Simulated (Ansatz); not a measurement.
Ideal-gas functions of `BrB1BC1` at 800 K and 1 bar, from an Ansatz frequency run at PBE0-D4/def2-TZVP.

Molar mass 116.56 g/mol, point group Cs (symmetry number 1), electronic degeneracy 1, moments of inertia 18.973, 223.075, 242.048 u Å². Harmonic wavenumbers (cm⁻¹, unscaled): 124, 277, 326, 417, 524, 728, 760, 845, 953, 1120, 1356, 1598, 2775, 2818, 3162.

Use S(trans) = R[1.5 ln M + 2.5 ln T − 1.1517]; rotational temperatures θ = 24.2544 K / I; S(rot) = R[ln(√π/σ · √(T³/θAθBθC)) + 1.5]; for each mode x = 1.438777 ν̃/T, S = R[x/(eˣ − 1) − ln(1 − e⁻ˣ)] and H = RT x/(eˣ − 1); 1 cm⁻¹ = 0.0119627 kJ/mol; R = 8.31446 J/(mol·K).

Task: By hand: the entropy, in J/(mol·K).

Result: Translation 188.7. Rotation: θ = 1.2784, 0.1087, 0.1002 K, giving 118.4. Vibration, mode by mode: 20.81, 14.19, 12.87, 10.90, 9.11, 6.64, 6.33, 5.59, 4.78, 3.77, 2.70, 1.91, 0.34, 0.32, 0.19, in all 100.5. Electronic 0.0. Sum 407.6 J/(mol·K).

Task: By hand: H − E and G − E in kJ/mol, counted from the electronic energy.

Result: Zero-point energy ½ × 17783 × 0.0119627 = 106.4; thermal vibration 41.4; translation, rotation and pV give 4 RT = 26.6. H − E = 174.4 kJ/mol, and G − E = 174.4 − 800 × 407.6/1000 = -151.7 kJ/mol.

Vibration gives 25 % of the entropy, 20.8 J/(mol·K) of it from the mode under 150 cm⁻¹: soft modes count most, and the harmonic formula is weakest for them.
